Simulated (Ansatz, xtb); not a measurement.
**Isomers of C4H7GeNSi in order of energy**

5 gas-phase structures of C4H7GeNSi, from a drawn sample of its isomers (lower ones may exist). Each was relaxed with GFN2-xTB; where two conformers were screened, the lower at r2SCAN-D4/def2-SVP//GFN2-xTB is listed:

A. `N#[C][Ge@@H]1[CH2]C=C[SiH2]1`, a singlet
B. `N#C[C@@H]1C=C[Si@H]1[GeH3]`, a singlet
C. `CC#C[SiH2][GeH2][C]#N`, a singlet
D. `N#CC1=[C]([SiH3])[GeH2][CH2]1`, a singlet
E. `N#CC1=C[CH2][GeH2][SiH2]1`, a singlet

Task: Which do you expect lowest at r2SCAN-D4/def2-SVP//GFN2-xTB, and how would the others follow?

Result: Calculated order at r2SCAN-D4/def2-SVP//GFN2-xTB: A (0.0), E (1.1), B (23.8), C (26.5), D (27.6) kcal/mol.

Energies above the lowest of each column, in kcal/mol; the last columns are at r2SCAN-D4/def2-SVP geometries and were run for some of them only (a dash: not run or not comparable):

```tsv
structure	GFN2-xTB	HF/STO-3G	r2SCAN-D4/def2-SVP//GFN2-xTB	r2SCAN-D4/def2-SVP	CCSD(T)/def2-SVP + ΔMP2/def2-TZVPP
A	10.4	0.0	0.0	0.0	0.0
E	0.0	9.7	1.1	1.0	6.7
B	20.1	37.7	23.8	21.5	25.4
C	25.3	29.4	26.5	–	–
D	25.9	42.3	27.6	–	–
```

CCSD(T)/def2-SVP + ΔMP2/def2-TZVPP puts A lowest of those it was run on; GFN2-xTB picks E. Flexible structures stand in one conformer each, not always the lowest. B keeps a small imaginary mode. Frequencies (GFN2-xTB) were run for A, B, E alone. The ΔMP2 step shifts differences by up to 4.0 kcal/mol, which makes them less sure. ΔMP2 is the change of the MP2 energy from the smaller to the larger basis.

Over these structures GFN2-xTB departs from r2SCAN-D4/def2-SVP//GFN2-xTB by 4.0 kcal/mol on average once a common shift is removed. A GFN2-xTB relaxation took about 0.11 s and the r2SCAN-D4/def2-SVP//GFN2-xTB energy about 2.5 s on a shared host (Ansatz 0.2.0, xtb 6.7.1).
